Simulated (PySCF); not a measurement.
**Static response to an electric field**

1,3,5-trifluorobenzene, C6H3F3.
Geometry (PBE0-D3(BJ)/def2-SVP, Å), atoms numbered from 1 in this order:
```xyz
12
C6H3F3 angstrom
F     -0.5250    2.7248    0.3546
C     -0.3167    1.4618    0.0042
C      0.9912    1.0002   -0.0863
C      1.1779   -0.3271   -0.4547
F      2.4166   -0.7940   -0.5464
C      0.1183   -1.1840   -0.7295
C     -1.1675   -0.6667   -0.6211
F     -2.1993   -1.4620   -0.8744
C     -1.4156    0.6516   -0.2567
H      1.8379    1.6529    0.1237
H      0.2890   -2.2209   -1.0172
H     -2.4325    1.0347   -0.1786
```

Level: wB97X-D/def2-SVPD (PySCF), static field, nuclei fixed, core orbitals frozen in the response. The polarisability tensor in these axes (au):

```
x   81.37 -0.31  1.10
y   -0.31 78.50 10.28
z    1.10 10.28 44.94
```

**Question.** What are the eigenvalues, a third of the trace, and Δα (Δα² = ½Σ(αi − αj)² over the three pairs)?

**Answer.** Principal values 42.01, 81.40 and 81.41 au; mean 68.27 au = 10.12 Å³ = 11.26 × 10⁻⁴⁰ C²·m²/J; Δα = 39.40 au (58 % of the mean).

**Question.** What is the dipole moment?

**Answer.** 0.00 D; point group D3h allows none.

**Question.** Find the Langevin capture rate constant for O2+ (31.990 u) meeting this molecule (132.019 u), k = 2.342 × 10⁻⁹ cm³/s × √(α in Å³ / reduced mass in u).

**Answer.** The reduced mass is 25.75 u, so k = 1.47 × 10⁻⁹ cm³/s.

**Question.** What are the principal values of the traceless quadrupole moment, Θ = ½Σq(3rr − r²1), about the centre of nuclear charge?

**Answer.** -0.09, -0.08, 0.16 D·Å. With no charge and no dipole, the values don't depend on the origin. The electronic extent ⟨r²⟩ about the same centre is 1130 bohr², a root-mean-square distance of 2.19 Å for the 66 electrons.

**Question.** What molar refraction does this α imply?

**Answer.** Lorentz–Lorenz: R = (4π/3)N_A α = 2.5225 cm³/(mol·Å³) × 10.12 Å³ = 25.5 cm³/mol, in the limit of long wavelengths.

**Question.** Sum over states: ᾱ = Σ f/ω², ω in Eh. What share falls to these 10 lowest TDDFT singlets (eV, f)? 5.49, 0.0000; 6.26, 0.0000; 7.13, 0.5755; 7.13, 0.5752; 7.58, 0.0000; 7.58, 0.0000; 8.22, 0.0000; 8.23, 0.0000; 8.62, 0.0771; 8.77, 0.0000.

**Answer.** They add up to 17.54 au, 25.7 % of the 68.27 au; the largest single term is 8.39 au, from the state at 7.13 eV. Terms in order: 0.00, 0.00, 8.39, 8.38, 0.00, 0.00, 0.00, 0.00, 0.77, 0.00 au. Higher excitations give the rest. The strengths listed sum to 1.228.

**Question.** Refractivity n − 1 of an ideal gas of it at 298.15 K and 1 atm, from the electronic α?

**Answer.** N = p/kT = 2.4615 × 10¹⁹ cm⁻³, so n − 1 = 2π × N × 10.12 × 10⁻²⁴ cm³ = 1565 × 10⁻⁶ at long wavelengths, for an ideal gas.

Isolated species at its PBE0-D3(BJ)/def2-SVP geometry, gas phase.

The run behind these numbers computed excited states and ΔSCF ions as well. Time: 1.9 min of wall time. Hardware: one thread, Arm Neoverse V1 (shared host).

wB97X-D is run here without its empirical dispersion term; that term would change no orbital, density or response property at a fixed geometry.
